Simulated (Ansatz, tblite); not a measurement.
Forces on TiSi6⁺ at its PBE0-D4/def2-SVP geometry. The state is a doublet with charge 1.

The xTB rows come from tblite. No other spin state of charge 1 was run. Another isomer (doublet) lies 0.20 eV lower at PBE0-D4/def2-TZVP; other spin states weren't run for this one.

GFN1-xTB (tblite), largest force 1.55 eV/Å:

```xyz
7
positions Å, forces eV/Å
Ti    0.154    1.773   -0.623    0.034    0.777   -0.189
Si    2.212    0.470   -0.321    1.396    0.161   -0.617
Si   -0.531   -1.787    1.500   -0.167   -0.932    0.539
Si    0.689    0.266    1.450    0.115    0.421    1.489
Si    0.345   -1.074   -0.633    0.348   -0.800   -0.683
Si   -1.317    0.241   -1.851   -0.519    0.029   -1.448
Si   -1.553    0.113    0.479   -1.207    0.344    0.907
```

GFN2-xTB (tblite), largest force 2.60 eV/Å:

```
Ti -0.135 0.650 0.233
Si 1.793 0.369 -0.742
Si -0.162 -0.983 0.530
Si 1.064 0.916 2.183
Si 0.572 -1.834 -1.039
Si -0.725 0.200 -1.829
Si -2.407 0.681 0.665
```

PBE-D4/def2-TZVP (Ansatz), largest force 0.19 eV/Å:

```
Ti 0.010 -0.076 -0.009
Si 0.178 0.040 -0.008
Si -0.026 -0.140 0.091
Si 0.017 0.006 0.018
Si -0.036 0.139 0.057
Si -0.122 0.014 -0.139
Si -0.021 0.017 -0.010
```
